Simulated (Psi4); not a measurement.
CF$_{4}$ (SMILES FC(F)(F)F), singlet, at a GFN2-xTB geometry; R2SCAN/STO-3G (Psi4).

The Psi4 input:
```
memory 2 GB

molecule mol {
0 1
  C     0.000000    0.000000   -0.000000
  F     0.761567    0.766691    0.747684
  F    -0.749402   -0.756914    0.769615
  F    -0.767915    0.750644   -0.757410
  F     0.755750   -0.760420   -0.759889
}

set basis sto-3g
set reference rks
set dft_pruning_scheme treutler

energy('r2scan')
print_variables()
```

**Question.** Predict the main parts of the log of this Psi4 run.

**Answer.** 
```
   => Loading Basis Set <=

    Name: STO-3G
    Role: ORBITAL
    Keyword: BASIS

         ---------------------------------------------------------
                                   SCF
               by Justin Turney, Rob Parrish, Andy Simmonett
                          and Daniel G. A. Smith
                              RKS Reference
         ---------------------------------------------------------

  ==> Geometry <==

    Molecular point group: c1
    Full point group: C1

    Geometry (in Angstrom), charge = 0, multiplicity = 1:

       Center              X                  Y                   Z               Mass
    ------------   -----------------  -----------------  -----------------  -----------------
         C            0.000000000000    -0.000000215907     0.000000000000    12.000000000000
         F            0.761567000000     0.766690784093     0.747684000000    18.998403162730
         F           -0.749402000000    -0.756914215907     0.769615000000    18.998403162730
         F           -0.767915000000     0.750643784093    -0.757410000000    18.998403162730
         F            0.755750000000    -0.760420215907    -0.759889000000    18.998403162730

  Running in c1 symmetry.

  Rotational constants: A =      0.19269  B =      0.19269  C =      0.19269 [cm^-1]
  Rotational constants: A =   5776.72962  B =   5776.72852  C =   5776.72578 [MHz]
  Nuclear repulsion =  206.829469638187817

  Charge       = 0
  Multiplicity = 1
  Electrons    = 42
  Nalpha       = 21
  Nbeta        = 21

  ==> Algorithm <==

  SCF Algorithm Type is DF.
  DIIS enabled.
  MOM disabled.
  Fractional occupation disabled.
  Guess Type is SAD.
  Energy threshold   = 1.00e-06
  Density threshold  = 1.00e-06
  Integral threshold = 1.00e-12

  ==> Primary Basis <==

  Basis Set: STO-3G
    Blend: STO-3G
    Number of shells: 15
    Number of basis functions: 25
    Number of Cartesian functions: 25
    Spherical Harmonics?: true
    Max angular momentum: 1

  ==> DFT Potential <==

   => LibXC <=

    Version 7.1.2
    S. Lehtola, C. Steigemann, M. J. T. Oliveira, and M. A. L. Marques,  SoftwareX 7, 1–5 (2018) (10.1016/j.softx.2017.11.002)

   => Composite Functional: R2SCAN <=

    r2SCAN Meta-GGA XC Functional  (0.1021/acs.jpclett.0c02405)
    J. W. Furness, A. D. Kaplan, J. Ning, J. P. Perdew, J. Sun  J. Phys. Chem. Lett.  11, 8208–8215, 2020

    Deriv               =              1
    GGA                 =           TRUE
    Meta                =           TRUE

    Exchange Hybrid     =          FALSE
    MP2 Hybrid          =          FALSE

   => Exchange Functionals <=

    1.0000   XC_MGGA_X_R2SCAN

   => Correlation Functionals <=

    1.0000   XC_MGGA_C_R2SCAN

   => LibXC Density Thresholds  <==

    XC_MGGA_C_R2SCAN:  1.00E-15
    XC_MGGA_X_R2SCAN:  1.00E-11

   => Molecular Quadrature <=

    Radial Scheme          =       TREUTLER
    Pruning Scheme         =       TREUTLER
    Pruning Type           =         REGION
    Nuclear Scheme         =       TREUTLER

    Blocking Scheme        =         OCTREE
    BS radius alpha        =              1
    Pruning alpha          =              1
    Radial Points          =             75
    Spherical Points       =            302
    Total Points           =          58246
    Total Blocks           =            519
    Max Points             =            255
    Max Functions          =             23
    Weights Tolerance      =       1.00E-15

   => Loading Basis Set <=

    Name: (STO-3G AUX)
    Role: JKFIT
    Keyword: DF_BASIS_SCF

  ==> Integral Setup <==

  SCF_SUBTYPE=INCORE selected. In-core MEM_DF algorithm will be used.
  Using in-core AOs.

  ==> MemDFJK: Density-Fitted J/K Matrices <==

    J tasked:                   Yes
    K tasked:                    No
    wK tasked:                   No
    Algorithm:                 Core
    Schwarz Cutoff:           1E-12
    Mask sparsity (%):       1.9200
    Fitting Condition:        1E-10

   => Auxiliary Basis Set <=

  Basis Set: (STO-3G AUX)
    Blend: DEF2-UNIVERSAL-JKFIT
    Number of shells: 125
    Number of basis functions: 383
    Number of Cartesian functions: 461
    Spherical Harmonics?: true
    Max angular momentum: 4

  Minimum eigenvalue in the overlap matrix is 2.9620036662E-01.
  Reciprocal condition number of the overlap matrix is 1.6112901509E-01.
    Using symmetric orthogonalization.

  ==> Pre-Iterations <==

  SCF Guess: Superposition of Atomic Densities via on-the-fly atomic UHF (no occupation information).

   -------------------------
    Irrep   Nso     Nmo
   -------------------------
     A         25      25
   -------------------------
    Total      25      25
   -------------------------

  ==> Iterations <==

                           Total Energy        Delta E     RMS |[F,P]|

   @DF-RKS iter SAD:  -430.23314771320673   -4.30233e+02   0.00000e+00
   @DF-RKS iter   1:  -430.98274521529152   -7.49598e-01   1.61428e-02 DIIS/ADIIS
   @DF-RKS iter   2:  -430.97275525007285    9.98997e-03   1.78458e-02 DIIS/ADIIS
   @DF-RKS iter   3:  -431.08297457176639   -1.10219e-01   4.29004e-05 DIIS
   @DF-RKS iter   4:  -431.08297520100780   -6.29241e-07   3.99115e-06 DIIS
   @DF-RKS iter   5:  -431.08297520759373   -6.58594e-09   5.79839e-07 DIIS
  Energy and wave function converged.

  ==> Post-Iterations <==

   Electrons on quadrature grid:
      Ntotal   =   41.9998623309 ; deviation = -1.377e-04

    Orbital Energies [Eh]
    ---------------------

    Doubly Occupied:

[...]
    Virtual:

[...]
      25A      0.361465

    Final Occupation by Irrep:
              A
    DOCC [    21 ]
    NA   [    21 ]
    NB   [    21 ]

  @DF-RKS Final Energy:  -431.08297520759373

   => Energetics <=

    Nuclear Repulsion Energy =            206.8294696381878168
    One-Electron Energy =               -1015.1830604378467342
    Two-Electron Energy =                 424.8775471955740954
    DFT Exchange-Correlation Energy =     -47.6069316035088619
    Empirical Dispersion Energy =           0.0000000000000000
    VV10 Nonlocal Energy =                  0.0000000000000000
    Total Energy =                       -431.0829752075937336

Computation Completed

Properties will be evaluated at   0.000000,   0.000000,   0.000000 [a0]

Properties computed using the SCF density matrix

 Multipole Moments:

 ------------------------------------------------------------------------------------
     Multipole            Electronic (a.u.)      Nuclear  (a.u.)        Total (a.u.)
 ------------------------------------------------------------------------------------

 L = 1.  Multiply by 2.5417464519 to convert [e a0] to [Debye]
 Dipole X            :         -0.0000198           -0.0000000           -0.0000198
 Dipole Y            :          0.0000320           -0.0000001            0.0000318
 Dipole Z            :          0.0000096            0.0000000            0.0000096
 Magnitude           :                                                    0.0000387

 ------------------------------------------------------------------------------------

  Variable Map:
  ----------------------------------------------------------------------------
[...]
  Array Variable Map:
  ----------------------------------------------------------------------------
[...]
[...]
```
